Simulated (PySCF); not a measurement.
## Germanium: a sound run and one with changed settings

Sound run: Ge [Ar] 3d10 4s2 4p2, Ge⁺ [Ar] 3d10 4s2 4p1. Computed with PySCF 2.14 in Sapporo-DKH3-DZP-2012 (6s5p3d1f, 43 functions), with scalar relativity by spin-free X2C-1e. In the sound run the correlated levels freeze [Ar] 3d10. The sound run starts from symmetry-adapted Hartree-Fock orbitals and uses a fine grid where one is needed.

Changed run: the non-relativistic Hamiltonian (point nucleus). This setting is unsound on purpose.

```csv
species,method,sound run (hartree),changed run (hartree),converged
Ge,UHF,-2097.00573,-2062.72293,yes
Ge,PBE0,-2098.41875,-2064.15263,yes
Ge,TPSS,-2098.65001,-2064.38398,yes
Ge,MP2,-2097.04643,-2062.76423,yes
Ge,CCSD(T),-2097.06311,-2062.78178,yes
Ge⁺,UHF,-2096.73340,-2062.44849,yes
Ge⁺,PBE0,-2098.12726,-2063.85896,yes
Ge⁺,TPSS,-2098.35914,-2064.09078,yes
Ge⁺,MP2,-2096.76386,-2062.47960,yes
Ge⁺,CCSD(T),-2096.77890,-2062.49565,yes
```

Ionisation energy of Ge:

| method | sound run (eV) | changed run (eV) |
| --- | --- | --- |
| UHF | 7.410 | 7.468 |
| PBE0 | 7.932 | 7.991 |
| TPSS | 7.915 | 7.978 |
| MP2 | 7.689 | 7.745 |
| SCS-MP2 | 7.624 | 7.681 |
| CCSD | 7.724 | 7.776 |
| CCSD(T) | 7.734 | 7.786 |

Most of the change in total energy is the relativistic energy itself. On top of that the contraction fixes the core shape for the Hamiltonian it was made with, so the changed run is not a good calculation with the other Hamiltonian either.

For comparison, NIST gives 7.899 eV between the lowest levels.
